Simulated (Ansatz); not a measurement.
All numbers were calculated with Ansatz.

Basis-set series for CH₄BClFGa, SMILES `FC[B](Cl)[GaH2]`. The species carries charge 0 and has multiplicity 1. The structure was optimised at the PBE0-D4/def2-TZVP level. It is one conformer, not always the lowest.

```csv
functional,basis,functions,energy (Eh),HOMO (eV),LUMO (eV)
PBE0-D4,def2-TZVPP,239,-2549.76434,-7.45,-1.88
PBE0-D4,def2-QZVPP,450,-2549.83003,-7.46,-1.91
ωB97M-V,def2-TZVPP,239,-2550.15552,-9.57,0.01
ωB97M-V,def2-QZVPP,450,-2550.21911,-9.60,-0.14
```

**Question.** Give the rows for def2-SVP. (Estimate.)

**Answer.** The calculation gave: 
```tsv
functional	basis	functions	energy (Eh)	HOMO (eV)	LUMO (eV)
PBE0-D4	def2-SVP	112	-2549.16704	-7.36	-1.75
ωB97M-V	def2-SVP	112	-2549.55504	-9.46	0.13
```

Positive LUMOs are unbound and depend on the basis. Scalar relativity is left out up to krypton.
